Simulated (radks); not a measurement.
Results of a calculation; reference values are marked as such.
Q: Gd, configuration [Xe] 4f7 5d1 6s2 (the NIST ground configuration). Code: a radial shooting solver on a logarithmic mesh with Libxc functionals. Model: Dirac Kohn-Sham, BLYP, spin-unpolarised, spherical densities, finite nucleus; open shells are shared between the two j in proportion to 2j + 1; Fermi nuclear charge, rms radius 5.1569 fm. Some entries of the table are withheld. Estimate them.

orbital  occ.  eigenvalue (eV)  <1/r> (bohr^-1)
1s1/2       2        -50048.09            71.65
2s1/2       2              (1)            17.09
2p1/2       2        -7843.956            17.08
2p3/2       4        -7147.861            15.09
3s1/2       2        -1830.653            6.230
3p1/2       2        -1650.336              (2)
3p3/2       4        -1507.569              (3)
3d3/2       4        -1195.800            5.521
3d5/2       6        -1164.691            5.396
4s1/2       2        -368.3662            2.605
4p1/2       2        -298.1529            2.499
4p3/2       4        -266.3348            2.328
4d3/2       4              (4)            2.110
4d5/2       6              (5)            2.068
5s1/2       2         -49.4137            1.002
5p1/2       2         -30.0879           0.8829
5p3/2       4         -25.7277           0.8209
4f5/2       3          -8.8579              (6)
4f7/2       4          -8.1022              (7)
6s1/2       2          -3.9842           0.3168
5d3/2     0.4          -2.5414              (8)
5d5/2     0.6          -2.2759              (9)

A: 
(1) 2s1/2 eigenvalue (eV): -8259.592
(2) 3p1/2 <1/r> (bohr^-1): 6.146
(3) 3p3/2 <1/r> (bohr^-1): 5.643
(4) 4d3/2 eigenvalue (eV): -150.5892
(5) 4d5/2 eigenvalue (eV): -144.8369
(6) 4f5/2 <1/r> (bohr^-1): 1.531
(7) 4f7/2 <1/r> (bohr^-1): 1.512
(8) 5d3/2 <1/r> (bohr^-1): 0.4805
(9) 5d5/2 <1/r> (bohr^-1): 0.4633
